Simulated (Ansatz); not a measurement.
Mulliken charges of `[F][W]([F])([Cl])([Cl])([Cl])[Cl]` from B3LYP/def2-TZVPP in Ansatz (PBE0-D4/def2-TZVP geometry).

| atom | x (Å) | y (Å) | z (Å) | charge (e) |
| --- | --- | --- | --- | --- |
| F1 | -1.305 | 0.101 | -1.348 | -0.235 |
| W2 | -0.031 | -0.012 | -0.009 | 1.025 |
| F3 | -1.426 | -0.252 | 1.186 | -0.235 |
| Cl4 | 0.005 | -2.270 | -0.322 | -0.145 |
| Cl5 | 1.609 | 0.290 | -1.548 | -0.133 |
| Cl6 | -0.244 | 2.238 | 0.295 | -0.145 |
| Cl7 | 1.454 | -0.164 | 1.700 | -0.133 |

Problem. By hand: the dipole of these point charges (1 e Å = 4.8032 D).

Solution. Σ q r = (0.237, 0.011, 0.013) e Å, of length 0.238 e Å = 1.14 D.

Problem. How does the dipole of the full density compare? (An estimate is asked.)

Solution. Ansatz gave: (0.234, 0.011, 0.013) e Å, 1.13 D; the point charges give 1.01 times that, at 0° from its direction.

Point charges leave out the atoms' own dipoles, such as those of lone pairs, and Mulliken's split depends on the basis, so the close match here is no proof of good charges.

B3LYP here is the variant with VWN-RPA as its local correlation; programs differ in this.
